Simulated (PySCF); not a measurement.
# Frontier orbitals and the lowest excitations

Compound: C₇H₉ (charge +1).
Structure used (GFN2-xTB), in Å, numbered top down from 1:
```xyz
16
C7H9 angstrom
C      3.5453    0.4444    0.2504
C      2.6442    0.0578   -0.6702
C      1.2805    0.1049   -0.4277
C      0.0727    0.1360   -0.2199
C     -1.2702    0.1655    0.0157
C     -2.2070   -0.2176   -1.0396
C     -1.7687    0.5778    1.3293
H      3.2461    0.8135    1.2190
H      4.6025    0.3992    0.0477
H      2.9499   -0.3087   -1.6427
H     -3.0552   -0.7669   -0.6292
H     -2.6302    0.6988   -1.4680
H     -1.7341   -0.7721   -1.8467
H     -1.1182    1.3088    1.8076
H     -1.7703   -0.3019    1.9839
H     -2.7947    0.9371    1.2788
```

Method: TDDFT PBE0/def2-SVPD, vertical, gas phase, core orbitals frozen in the response (PySCF).

Kohn–Sham orbitals with the atoms that hold most of them (Löwdin shares over 4%, at most four atoms; ? is withheld):

```tsv
orbital	ε (eV)	atoms
HOMO-3	-15.38	C6 28%, C7 25%, H13 14%, H14 10%
HOMO-2	-15.07	C3 30%, C2 22%, C4 21%, C1 10%
HOMO-1	-13.07	?
HOMO	-12.71	?
LUMO	-8.42	C5 28%, C3 19%, C1 17%, C4 9%
LUMO+1	-5.03	C1 27%, C2 25%, C5 12%, C4 11%
LUMO+2	-4.09	C4 30%, C3 29%, C2 10%, C5 7%
```

(1) Which atoms hold the HOMO-1, and with what shares?

(2) Which atoms hold the HOMO, and with what shares?

(3) The HOMO–LUMO gap is 4.29 eV. Where does the response calculation put the lowest singlet, and from which orbitals?

(4) Give energy, strength and leading configuration of S1, S2 and S5, and follow the Löwdin shares of the leading atoms from the occupied to the empty orbital.

Answers

(1) C3 (bonded to 2 C) 38%; C4 (bonded to 2 C) 36%; C2 (bonded to 2 C and H) 7%; C5 (bonded to 3 C) 5%.

(2) C1 (bonded to C and 2 H) 23%; C2 (bonded to 2 C and H) 22%; C4 (bonded to 2 C) 19%; C5 (bonded to 3 C) 11%.

(3) S1 is at 2.91 eV (f = 0.0001), 1.38 eV below the gap, made of HOMO-1→LUMO (100%). Its leading pair isn't HOMO and LUMO; the energies of that pair differ by 4.65 eV. Without the coupling terms of the response equations the lowest excitation would equal the gap.

(4) 
- S1 (2.91 eV, f 0.0001), HOMO-1→LUMO (100%): C3 38% → 19%, C4 36% → 9%, C5 5% → 28%
- S2 (4.12 eV, f 0.629), HOMO→LUMO (95%): C1 23% → 17%, C2 22% → at most 9%, C5 11% → 28%, C3 at most 11% → 19%
- S5 (5.83 eV, f 0.0096), HOMO-2→LUMO (78%): C3 30% → 19%, C2 22% → at most 9%, C5 at most 10% → 28%

Löwdin shares depend on the basis, the more so with diffuse functions.
